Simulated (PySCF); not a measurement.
## Argon: highly charged ions in a basis for the neutral atom

Ar¹¹⁺ [He] 2s2 2p3, Ar¹²⁺ [He] 2s2 2p2. Computed with PySCF 2.14 in 6-31G* (4s3p1d, 18 functions), with the non-relativistic Hamiltonian (point nucleus). No spin-orbit coupling, so a gap to NIST mixes the basis error with missing relativistic terms.

Changed run: basis of the neutral atom used for a highly charged ion. This setting is unsound on purpose.

```
species  method  sound run (hartree)  changed run (hartree)  converged
  Ar¹¹⁺     UHF              not run             -452.57776        yes
  Ar¹¹⁺    TPSS              not run             -452.82135        yes
  Ar¹¹⁺  r2SCAN              not run             -452.75937        yes
  Ar¹²⁺     UHF              not run             -429.62424        yes
  Ar¹²⁺    TPSS              not run             -429.87493        yes
  Ar¹²⁺  r2SCAN              not run             -429.77332        yes
```

Ionisation energy of Ar¹¹⁺:

```json
{"method": "UHF", "changed run (eV)": "624.60", "NIST (eV)": "619 ± 0.4"}
{"method": "TPSS", "changed run (eV)": "624.40", "NIST (eV)": "619 ± 0.4"}
{"method": "r2SCAN", "changed run (eV)": "625.48", "NIST (eV)": "619 ± 0.4"}
```

The contracted functions were made for the neutral atom and can be too rigid for a highly charged ion.
